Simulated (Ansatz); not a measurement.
Stepwise reaction of `[CH3][V](=[O])([F])[F]` with water, as a gas-phase model of exchange steps in deposition or etching. ΔE in kJ/mol; ΔG adds harmonic PBE0-D4 terms to CCSD(T)/CBS, at 1 bar.

Program: Ansatz. Geometries: PBE0-D4/def2-TZVP. ΔE: electronic, gas phase. CBS: MP2 limit from def2 TZ/QZ plus the TZ coupled-cluster correction, frozen cores. This one scheme is used for every species. DFT in def2-TZVPP. B3LYP here is the variant with VWN-RPA as its local correlation; programs differ in this. For V outer-core shells are correlated without core-valence functions, which leaves a few kJ/mol of doubt a bond. Scalar relativity is left out up to krypton. One conformer a species, not always the lowest.

| step | reaction | PBE-D4 | B3LYP-D4 | ωB97M-V | CCSD(T)/CBS | ΔG(400 K) |
| --- | --- | --- | --- | --- | --- | --- |
| 2 | `[CH3][V](=[O])([OH])[F]` + H₂O → `[CH3][V](=[O])([OH])[OH]` + H–F | 46.0 | 45.8 | 46.2 | 38.3 | 38.1 |

**Question.** Give the row of step 1, `[CH3][V](=[O])([F])[F]` + H₂O → `[CH3][V](=[O])([OH])[F]` + H–F. (Estimate.)

**Answer.** Computed: 
```json
{"step": "1", "reaction": "`[CH3][V](=[O])([F])[F]` + H₂O → `[CH3][V](=[O])([OH])[F]` + H–F", "PBE-D4": "38.8", "B3LYP-D4": "38.6", "ωB97M-V": "39.2", "CCSD(T)/CBS": "31.8", "ΔG(400 K)": "32.8"}
```

**Question.** By hand: ΔE of the 2 steps together at CCSD(T)/CBS.

**Answer.** (31.8) + (38.3) = 70.1 kJ/mol, or 35.0 kJ/mol a step.

In ΔE each step is higher than the one before. All are uphill at CCSD(T)/CBS. ΔG lies between 32.8 and 38.1 kJ/mol a step. PBE-D4 differs from CCSD(T)/CBS by 7.0 to 7.7 kJ/mol a step. Only this route is followed, and other bonds may react first. Isolated molecules leave out the surface, adducts and barriers. Largest T1 diagnostic: 0.031.
